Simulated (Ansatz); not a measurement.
Cost and result for the atomization energy of `NC(N)(O)[SiH3]` (13 atoms, 12 bonds).

```xyz
13

N    -1.447   -0.591    0.112
C    -0.151   -0.052    0.391
N     0.580   -1.086    1.083
O    -0.135    1.037    1.319
Si    0.694    0.487   -1.250
H    -1.887   -0.882    0.980
H    -2.046    0.067   -0.368
H     0.651   -1.917    0.512
H     1.503   -0.767    1.346
H    -0.545    1.798    0.899
H    -0.083    1.571   -1.923
H     0.816   -0.668   -2.178
H     2.049    1.004   -0.923
```

The species carries charge 0 and has multiplicity 1. The structure was optimised at the PBE0-D4/def2-TZVP level. It is one conformer, not always the lowest. Program: Ansatz. All runs use 4 threads of an Arm Neoverse V1 on a shared host. Times are those of one run each, without the atoms' runs, and a repeat can differ threefold. Electronic energies, without spin–orbit coupling; frozen cores. CCSD(T)/CBS adds CCSD(T) − MP2 in def2-TZVPP to the MP2 limit, and its time is that of the two runs behind it. T1 = 0.012. B3LYP takes the VWN-RPA correlation (the form of Gaussian; ORCA's B3LYP/G).

CCSD(T)/CBS is a level of theory with its own doubt, some kJ/mol a heavy atom from the limit and from the frozen cores, so smaller differences don't rank the functionals.

| level | functions | wall time | atomization (kJ/mol) | difference from CCSD(T)/CBS | per bond |
| --- | --- | --- | --- | --- | --- |
| PBE-D4/def2-TZVPP (with forces) | 278 | 3 s | 4548.7 | 90.1 | 7.5 |
| PBE0-D4/def2-TZVPP | 278 | 3.5 s | 4442.0 | -16.6 | -1.4 |
| r2SCAN-D4/def2-TZVPP (with forces) | 278 | 5.5 s | 4436.6 | -22.0 | -1.8 |
| B3LYP-D4/def2-TZVPP (with forces) | 278 | 5.5 s | 4465.2 | 6.6 | 0.5 |
| B2PLYP/def2-TZVPP | 278 | 6.5 s | 4398.2 | -60.4 | -5.0 |
| ωB97X-V/def2-TZVPP | 278 | 9 s | 4480.7 | 22.1 | 1.8 |
| ωB97M-V/def2-TZVPP (with forces) | 278 | 13 s | 4476.5 | 17.9 | 1.5 |
| MP2/def2-QZVPP | 538 | 31 s | 4449.6 | -9.0 | -0.8 |
| CCSD(T)/def2-TZVPP | 278 | 3.9 min | 4314.9 | -143.7 | -12.0 |
| CCSD(T)/CBS(def2) | – | 4.4 min | 4458.6 | 0.0 | 0.0 |

In def2-TZVPP, CCSD(T) changes the Hartree–Fock value by +1314.0 kJ/mol (the triples alone add +72.3 kJ/mol) and MP2 by +1363.3 kJ/mol; breaking electron pairs costs correlation energy, which Hartree–Fock lacks. From PBE to PBE0 (25 % exact exchange), in def2-TZVPP and without D4, the atomization energy moves by −102.5 kJ/mol: exact exchange takes away binding that semilocal exchange gives to molecules. The D4 term adds +42.3 kJ/mol with B3LYP and +22.1 kJ/mol with PBE0; it sums over pairs of atoms, weighted by their polarisabilities, and B3LYP, whose exchange is more repulsive, gets the larger term.
